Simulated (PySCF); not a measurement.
TiBr₄, SMILES [Br][Ti]([Br])([Br])[Br], multiplicity 1. Coordinates come from a PBE0-D3(BJ)/def2-SVP optimisation. The multiplicity is an assumed one; other spin states were not compared. The isomer is the one that the SMILES or the coordinates give; other isomers of the formula were not compared.

**Question.** Give the equilibrium geometry at PBE0-D3(BJ)/def2-SVP (PySCF confirms it by a frequency run) as bond lengths and angles, and its point group. (An estimate is asked for; the answer gives what the named calculation found.)

**Answer.** point group Td.
Atoms: Ti1 Br2 Br3 Br4 Br5. Bonds (Å): Ti1–Br2 2.307, Ti1–Br3 2.307, Ti1–Br4 2.307, Ti1–Br5 2.307. Angles (°): Br2–Ti1–Br3 109.5, Br2–Ti1–Br4 109.5, Br2–Ti1–Br5 109.5, Br3–Ti1–Br4 109.5, Br3–Ti1–Br5 109.5, Br4–Ti1–Br5 109.5.
